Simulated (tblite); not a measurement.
Species: C5H6FGaO.
Atom-mapped SMILES: `[CH:1]#[C:2]/[C:3]([F:4])=[C:5](\[GaH2:6])[O:7][CH3:8]` (hydrogens: H9 on C1; H10, H11 on Ga6; H12, H13, H14 on C8)

Computed with GFN2-xTB (tblite), gas phase: L-BFGS steps from a force-field or distance-geometry start until the largest atomic force falls under 0.01 eV/Å.

At the end of the run (lengths in Å): Ga6–H11 1.557, Ga6–H10 1.556, C5–Ga6 2.032, C8–H12 1.089, C5–O7 1.348, C3=C5 1.353, C8–H13 1.102, C3–C5–Ga6 101.4°, Ga6–C5–O7 136.0°, C5–O7–C8 113.7°, C1–C2–C3 168.8°, C2–C3–C5–Ga6 0°, C3–C5–O7–C8 177°, H9–C1–C2–C3 180°, H10–Ga6–C5–C3 -100°.

**Question.** These geometries were met on the way; a selection of coordinates is given. Order them by energy above the end point, lowest first.
A. Ga6–H11 1.580, Ga6–H10 1.579, C5–Ga6 2.020, C8–H12 1.094, C5–O7 1.365, C3=C5 1.347, C8–H13 1.111, C3–C5–Ga6 119.1°, Ga6–C5–O7 123.2°, C5–O7–C8 117.4°, C1–C2–C3 173.5°, C2–C3–C5–Ga6 5°, C3–C5–O7–C8 153°, H9–C1–C2–C3 125°, H10–Ga6–C5–C3 -110°
B. Ga6–H11 1.665, Ga6–H10 1.656, C5–Ga6 2.094, C8–H12 1.138, C5–O7 1.392, C3=C5 1.326, C8–H13 1.120, C3–C5–Ga6 115.4°, Ga6–C5–O7 127.6°, C5–O7–C8 124.0°, C1–C2–C3 178.8°, C2–C3–C5–Ga6 0°, C3–C5–O7–C8 147°, H9–C1–C2–C3 -64°, H10–Ga6–C5–C3 -125°
C. Ga6–H11 1.566, Ga6–H10 1.576, C5–Ga6 2.022, C8–H12 1.088, C5–O7 1.359, C3=C5 1.345, C8–H13 1.111, C3–C5–Ga6 109.8°, Ga6–C5–O7 128.4°, C5–O7–C8 112.5°, C1–C2–C3 165.3°, C2–C3–C5–Ga6 4°, C3–C5–O7–C8 162°, H9–C1–C2–C3 159°, H10–Ga6–C5–C3 -116°
D. Ga6–H11 1.576, Ga6–H10 1.580, C5–Ga6 2.019, C8–H12 1.089, C5–O7 1.358, C3=C5 1.349, C8–H13 1.107, C3–C5–Ga6 107.6°, Ga6–C5–O7 128.4°, C5–O7–C8 114.4°, C1–C2–C3 174.2°, C2–C3–C5–Ga6 8°, C3–C5–O7–C8 172°, H9–C1–C2–C3 56°, H10–Ga6–C5–C3 -123°
E. Ga6–H11 1.606, Ga6–H10 1.605, C5–Ga6 2.061, C8–H12 1.084, C5–O7 1.377, C3=C5 1.341, C8–H13 1.095, C3–C5–Ga6 115.7°, Ga6–C5–O7 127.6°, C5–O7–C8 120.1°, C1–C2–C3 177.9°, C2–C3–C5–Ga6 4°, C3–C5–O7–C8 152°, H9–C1–C2–C3 161°, H10–Ga6–C5–C3 -123°

**Answer.** D (0.081 eV), C (0.137 eV), A (0.221 eV), E (0.366 eV), B (0.681 eV).

```tsv
step	E above end (eV)	rms distance from the end, all atoms (Å)	largest force (eV/Å)	rms shift of all bonds from the end (Å)
36	0.081	0.353	0.194	0.010
25	0.137	0.457	0.213	0.009
10	0.221	0.533	0.290	0.012
4	0.366	0.555	0.838	0.024
0	0.681	0.568	2.275	0.049
```

Rows stand in the order of the answer.
